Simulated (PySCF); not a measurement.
ClFH₄N₂Sn, SMILES [Cl][Sn]([NH2])([F])[NH2].

Geometry: r2SCAN-D4/def2-SVP. The structure was generated by enumeration; whether it is a known compound was not checked. The def2 effective core potentials stand for the cores of Sn; spin–orbit coupling is left out. The values are those of a single conformer.

Two levels are set side by side: TDDFT-PBE/def2-SVPD (PySCF) and TDDFT-M06-2X/def2-SVPD (PySCF). Vertical, same geometry. The lowest singlet is HOMO→LUMO 53 %, HOMO−1→LUMO 44 % with PBE and HOMO→LUMO 88 % with the other functional; states are paired by order. Differences are taken from unrounded values.

```json
[
 {"quantity": "lowest singlet excitation (eV)", "TDDFT-M06-2X": "5.88", "TDDFT-PBE": "4.42", "TDDFT-PBE minus TDDFT-M06-2X": "-1.46"},
 {"quantity": "lowest triplet excitation (TDA) (eV)", "TDDFT-M06-2X": "5.16", "TDDFT-PBE": "3.84", "TDDFT-PBE minus TDDFT-M06-2X": "-1.31"},
 {"quantity": "first bright state (f over 0.05) (eV)", "TDDFT-M06-2X": "5.88", "TDDFT-PBE": "4.48", "TDDFT-PBE minus TDDFT-M06-2X": "-1.40"},
 {"quantity": "its oscillator strength", "TDDFT-M06-2X": "0.12", "TDDFT-PBE": "0.06", "TDDFT-PBE minus TDDFT-M06-2X": "-0.06"}
]
```

Functionals without exact exchange tend to place singlet excitations lower, as here. Differences between two approximate levels are no errors against the true value.

Rough cost on one machine, each run with all the roots and properties that it gave: TDDFT-M06-2X against TDDFT-PBE about 10 times.
